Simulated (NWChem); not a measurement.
Species: CH$_{2}$NS, doublet; SMILES N[C]=S

```xyz
5

N      0.1387     1.5959     0.0000
C     -0.4254     0.4107     0.0000
S      0.0535    -1.1121     0.0000
H      1.1520     1.7214     0.0000
H     -0.4274     2.4366     0.0000
```
Atoms are numbered in this order, from 1.

Results from NWChem. Pople sets run with spherical d functions. Spin-unrestricted. In the optimisation the excess spin sits in a' (Cs, its own frame). Structure relaxed at the PBE0/def2-SVP, spin-unrestricted level. No stability test was run on the SCF state. Level TPSS/6-31G*: single points from the atomic guess with DIIS by default; each run changes one setting, and all converged runs end within 0.3 mHa of each other.

Q: Which setting needs the most SCF iterations, or fails (defaults; occupation smearing of 0.005 Ha; no level shifting; core-Hamiltonian guess)?

A: core-Hamiltonian guess, with 15 against 10 for the defaults.
```
setting                          SCF iterations
-------------------------------  --------------
defaults                                     10
no level shifting                            10
occupation smearing of 0.005 Ha              10
core-Hamiltonian guess                       15
```
